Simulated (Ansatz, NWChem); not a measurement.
How basis sets differ on GeF2 (SMILES [F][Ge][F])

GeF2 has 3 atoms, charge 0, and is taken as a singlet. As SMILES, `[F][Ge][F]`. The coordinates come from a PBE0-D4/def2-TZVP relaxation.

```xyz
3

F    -0.6759   -1.1018   -0.4975
Ge    0.6375   -0.2952    0.3202
F     0.0276    1.3321    0.1641
```

Quantity: the electronic atomisation energy, in eV. The values are calculated. Electronic energies at fixed atoms, without zero-point motion or spin-orbit coupling.

```tsv
level	kind	program	value (eV)	CPU time (all runs)
PBE0/aug-pcseg-0	global hybrid	NWChem	10.44	11 s
PBE0/aug-pcseg-2	global hybrid	NWChem	10.91	3.1 min
PBE0/STO-3G	global hybrid	Ansatz	10.84	4.6 s
PBE0/aug-pcseg-1	global hybrid	NWChem	10.68	35 s
PBE0/def2-TZVPP	global hybrid	Ansatz	10.89	5.8 s
```

All-electron rows without a relativistic Hamiltonian named are non-relativistic. The values span 10.44 to 10.91 eV. Spin contamination of the reference (⟨S²⟩ at least 0.1 too high) touches PBE0/STO-3G. CPU times are rough (shared hosts, several kinds of processor and program).
